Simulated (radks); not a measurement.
Results of a calculation; reference values are marked as such.
The nitrogen anion N2-, [He] 2s2 2p5, held by a Watson sphere: a shell of charge +2 at radius R that stands for the Madelung well of a crystal (potential energy -2/R inside, -2/r outside, in hartree with lengths in bohr). Level of theory: non-relativistic Kohn-Sham, r2SCAN, spin-polarised, spherical densities, point nucleus; open shells are filled with parallel spins first; meta-GGA in the generalised Kohn-Sham scheme (a radial shooting solver on a logarithmic mesh with Libxc functionals).

| R (bohr) | e(2s down) (eV) | e(2p up) (eV) | e(2p down) (eV) | <r> 2p (bohr) | sum of <r^2> (bohr^2) | X-ray form factor at sin(theta)/lambda = 0.1 1/angstrom |
|---|---|---|---|---|---|---|
| 1.99 | -18.517 | -7.982 | -6.620 | 1.727 | 23.15 | 7.547 |
| 2.46 | -16.818 | -6.643 | -5.348 | 1.890 | 26.90 | 7.371 |
| 3.2 | -14.923 | -5.072 | -3.792 | 2.172 | 33.08 | 7.136 |
| 3.43 | -14.482 | -4.713 | -3.413 | 2.277 | 35.17 | 7.071 |
| 3.57 | -14.241 | -4.523 | -3.204 | 2.347 | 36.51 | 7.033 |
| 3.74 | -13.972 | -4.322 | -2.972 | 2.442 | 38.23 | 6.988 |
| 3.76 | -13.942 | -4.300 | -2.946 | 2.454 | 38.44 | 6.983 |
| 3.81 | -13.869 | -4.249 | -2.883 | 2.484 | 38.97 | 6.970 |
